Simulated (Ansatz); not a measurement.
One change: `[SiH3][SiH2][TeH]` becomes `[SiH3][SiH2][SeH]`.

Ansatz, PBE0-D4/def2-TZVP geometries, multiplicity 1. Each molecule was computed in one conformer, which needn't be the lowest.

Elements past krypton have def2 core potentials. Scalar relativity is left out up to krypton.

```tsv
property	`[SiH3][SiH2][TeH]`
LUMO energy (ωB97M-V/def2-TZVPP) / eV	0.90
HOMO energy (ωB97M-V/def2-TZVPP) / eV	-8.62
HOMO energy (B3LYP/def2-TZVPP) / eV	-6.32
LUMO energy (PBE0/def2-TZVPP) / eV	-0.81
LUMO energy (PBE/def2-TZVPP) / eV	-1.60
HOMO–LUMO gap (PBE0/def2-TZVPP) / eV	5.73
```

What does the change do to each property? (Best estimate.)

The calculation gave: 
| property | `[SiH3][SiH2][SeH]` | shift |
| --- | --- | --- |
| LUMO energy (ωB97M-V/def2-TZVPP) / eV | 1.22 | 0.32 |
| HOMO energy (ωB97M-V/def2-TZVPP) / eV | -9.10 | -0.48 |
| HOMO energy (B3LYP/def2-TZVPP) / eV | -6.76 | -0.44 |
| LUMO energy (PBE0/def2-TZVPP) / eV | -0.55 | 0.26 |
| LUMO energy (PBE/def2-TZVPP) / eV | -1.37 | 0.23 |
| HOMO–LUMO gap (PBE0/def2-TZVPP) / eV | 6.45 | 0.72 |

With PBE0 the HOMO falls by 0.45 eV and the LUMO rises by 0.26 eV, so the gap widens by about 0.71 eV. PBE moves the HOMO by -0.36 eV and ωB97M-V by -0.48 eV.

B3LYP here is the variant with VWN-RPA as its local correlation; programs differ in this.

Spin–orbit coupling is left out; it splits and shifts lone-pair levels of the heavy atoms by tenths of an eV.
